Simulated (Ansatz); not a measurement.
Stepwise reaction of `N#[C][Ge]([Cl])([Cl])[C]#N` with hydrogen fluoride, as a gas-phase model of exchange steps in deposition or etching. ΔE in kJ/mol; ΔG adds harmonic PBE0-D4 terms to CCSD(T)/CBS, at 1 bar.

Isolated molecules relaxed with PBE0-D4/def2-TZVP in Ansatz; ΔE leaves out vibrations. CBS: MP2 limit from def2 TZ/QZ plus the TZ coupled-cluster correction, frozen cores. This one scheme is used for every species. Functionals use def2-TZVPP. B3LYP here is the variant with VWN-RPA as its local correlation; programs differ in this. For Ge outer-core shells are correlated without core-valence functions, which leaves a few kJ/mol of doubt a bond. Scalar relativity is left out up to krypton.

```tsv
step	reaction	PBE-D4	B3LYP-D4	ωB97M-V	CCSD(T)/CBS	ΔG(600 K)
1	`N#[C][Ge]([Cl])([Cl])[C]#N` + H–F → `N#[C][Ge]([F])([Cl])[Cl]` + `C#N`	-55.6	-61.0	-61.3	-52.9	-55.8
```

(1) Give the row of step 2, `N#[C][Ge]([F])([Cl])[Cl]` + H–F → `[F][Ge]([F])([Cl])[Cl]` + `C#N`. (Estimate.)

(2) By hand: ΔE of the 2 steps together at CCSD(T)/CBS.

Results:

(1) Ansatz gave: 
| step | reaction | PBE-D4 | B3LYP-D4 | ωB97M-V | CCSD(T)/CBS | ΔG(600 K) |
| --- | --- | --- | --- | --- | --- | --- |
| 2 | `N#[C][Ge]([F])([Cl])[Cl]` + H–F → `[F][Ge]([F])([Cl])[Cl]` + `C#N` | -55.6 | -61.1 | -61.9 | -54.3 | -49.9 |

(2) (-52.9) + (-54.3) = -107.2 kJ/mol, or -53.6 kJ/mol a step.

In ΔE the steps differ by no more than 1.4 kJ/mol. All are downhill at CCSD(T)/CBS. ΔG lies between -55.8 and -49.9 kJ/mol a step. PBE-D4 differs from CCSD(T)/CBS by -2.7 to -1.3 kJ/mol a step. Only this route is followed, and other bonds may react first. Isolated molecules leave out the surface, adducts and barriers. Largest T1 diagnostic: 0.014.
